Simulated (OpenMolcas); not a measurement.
Mo2+ among 4 point charges of -1 e arranged as a square (D4h), 2.06 Å from the ion.
```
   2.0600    0.0000    0.0000  -1.00
   0.0000    2.0600    0.0000  -1.00
  -2.0600    0.0000    0.0000  -1.00
   0.0000   -2.0600    0.0000  -1.00
```

* Program: OpenMolcas 26.06
* Method: CASSCF
* Basis: ANO-RCC-VDZP [6s5p3d1f]
* Scalar Hamiltonian: DKH2, point nucleus
* Active space: 4 electrons in 5 orbitals (4d)
* State averaging: 2S+1 = 5 even, 5 roots; 2S+1 = 3 even, 45 roots; 2S+1 = 1 even, 50 roots
* Spin-orbit coupling: RASSI with atomic mean-field integrals over the reference wave functions

(1) What is the spin-free ground state (labels of D4, the rotations of D4h)?

(2) Where is the first state of the same spin?

(3) What are the lowest two levels with spin-orbit coupling?

(4) What is χT at 300 K, and how does it compare with the textbook value?

Results:

(1) 5B1, 1-fold in its orbital part, 100 % from free-ion D terms; it has the highest spin that d4 allows.

(2) 5B2 at 7210 cm-1 above the ground state.

(3) A 1-fold level A1, then a 1-fold level A2 0.8 cm-1 above it. Their leading multiplicities are 5 (100 %) and 5 (100 %).

(4) The lowest level has 2S+1 = 5, for which the spin-only value is χT = S(S+1) / 2 = 3.000 cm3 K/mol (g = 2). The computed 2.742 at 300 K differs by -0.258, through orbital momentum, spin-orbit coupling and any other state in reach.

Without dynamic correlation the repulsion within the d shell is too large (B by tens of per cent), so at a given field states of lower spin stand too high. Point charges give a weaker field than real ligands, and real ions of this kind are as a rule low spin; the high spin found here belongs to the model. This is an electrostatic model: the charges have no orbitals. No measured value stands beside these numbers.
